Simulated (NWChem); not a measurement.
Species: C3HF4, doublet; SMILES C(F)(F)(F)/C=[C]/F

```xyz
8

F     -0.0637    -2.8883     0.0000
C      0.2388    -1.6172     0.0000
C     -0.5590    -0.5646     0.0000
C     -0.0121     0.8248     0.0000
F      1.3346     0.8408     0.0000
F     -0.4335     1.5134    -1.0842
F     -0.4335     1.5134     1.0842
H     -1.6426    -0.6711     0.0000
```
Atoms are numbered in this order, from 1.

Computed with NWChem. Spin-unrestricted. Spin-contaminated determinants: UHF/pcseg-1 (<S²> = 0.93), UHF/aug-pcseg-1 (<S²> = 0.94), UHF/pcseg-2 (<S²> = 0.94), UHF/def2-SVP (<S²> = 0.95). Geometry: optimised at B3LYP/6-31G* (spherical d), spin-unrestricted. No frequency run checked for a minimum. No stability test was run on the SCF state. Total energies compare along this basis series because the functional is fixed.

```csv
level,basis functions,energy (Ha),highest occupied level (eV),"lowest empty minus highest occupied level, either spin (eV)",dipole (D),<S²>
UHF/pcseg-1,103,-511.7002,-12.26,13.98,1.61,0.931
UHF/aug-pcseg-1,170,-511.7377,-12.13,12.75,1.60,0.943
UHF/pcseg-2,224,-512.0501,-12.18,13.67,1.64,0.940
UHF/def2-SVP,103,-511.4472,-12.23,14.20,1.59,0.948
```
